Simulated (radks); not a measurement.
Results of a calculation; reference values are marked as such.
Initial-state core-level shifts of the krypton ion Kr+ when its valence configuration changes from [Ar] 3d10 4s2 4p5. Level of theory: scalar-relativistic Kohn-Sham, r2SCAN, spin-polarised, spherical densities, finite nucleus; open shells are filled with parallel spins first; meta-GGA in the generalised Kohn-Sham scheme; Fermi nuclear charge, rms radius 4.1884 fm (a radial shooting solver on a logarithmic mesh with Libxc functionals). Shifts are changes of the shell-averaged eigenvalues in eV (positive: less bound); the change of the density at the nucleus, which sets a Mossbauer isomer shift, is in e/bohr^3, on a base of 5.01e+04.

valence               1s       2s       2p       3s  density at nucleus
3d10 4s1 4p6      -1.701   -1.642   -1.643   -1.645             -43.377
3d9 4s2 4p6      -17.012  -18.666  -18.626  -13.827             +21.557
3d9.5 4s2 4p5.5   -8.420   -9.234   -9.212   -6.900             +10.623
